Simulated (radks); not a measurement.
Species: Eu III. Configuration: [Xe] 4f7 (the NIST ground configuration). Method: Dirac Kohn-Sham, BP86, spin-unpolarised, spherical densities, finite nucleus; open shells fill j = l - 1/2 first; Fermi nuclear charge, rms radius 5.1115 fm; computed with a radial shooting solver on a logarithmic mesh with Libxc functionals.

Unscreened Slater integrals over Kohn-Sham orbitals (cm^-1). Large and small components are both included. Empty in this configuration: 5d3/2.

F0(4f7/2,4f7/2): 215090
F2(4f7/2,4f7/2): 98407
F4(4f7/2,4f7/2): 61026
F6(4f7/2,4f7/2): 43706
F0(4f7/2,4f5/2): 216790
F2(4f7/2,4f5/2): 99298
F4(4f7/2,4f5/2): 61599
G2(4f7/2,4f5/2): 99105
G4(4f7/2,4f5/2): 61485
G6(4f7/2,4f5/2): 44043
F0(4f7/2,5p3/2): 141830
F2(4f7/2,5p3/2): 50347
G2(4f7/2,5p3/2): 28919
G4(4f7/2,5p3/2): 21671
F0(4f7/2,5p1/2): 148530
G4(4f7/2,5p1/2): 24416
F0(4f7/2,5d3/2): 102560
F2(4f7/2,5d3/2): 26873
G3(4f7/2,5d3/2): 11711
G5(4f7/2,5d3/2): 8649.9
F0(4f5/2,4f5/2): 218520
F2(4f5/2,4f5/2): 100220
F4(4f5/2,4f5/2): 62193
F0(4f5/2,5p3/2): 142350
F2(4f5/2,5p3/2): 50041
G2(4f5/2,5p3/2): 28318
G4(4f5/2,5p3/2): 21295
F0(4f5/2,5p1/2): 149110
G2(4f5/2,5p1/2): 32262
F0(4f5/2,5d3/2): 102770
F2(4f5/2,5d3/2): 26526
G1(4f5/2,5d3/2): 15286
G3(4f5/2,5d3/2): 11364
F0(5p3/2,5p3/2): 120060
F2(5p3/2,5p3/2): 64597
F0(5p3/2,5p1/2): 123460
G2(5p3/2,5p1/2): 65788
F0(5p3/2,5d3/2): 94320
F2(5p3/2,5d3/2): 44848
G1(5p3/2,5d3/2): 52514
G3(5p3/2,5d3/2): 32200
F0(5p1/2,5p1/2): 127270
F0(5p1/2,5d3/2): 95762
G1(5p1/2,5d3/2): 49068
F0(5d3/2,5d3/2): 80686
F2(5d3/2,5d3/2): 41760
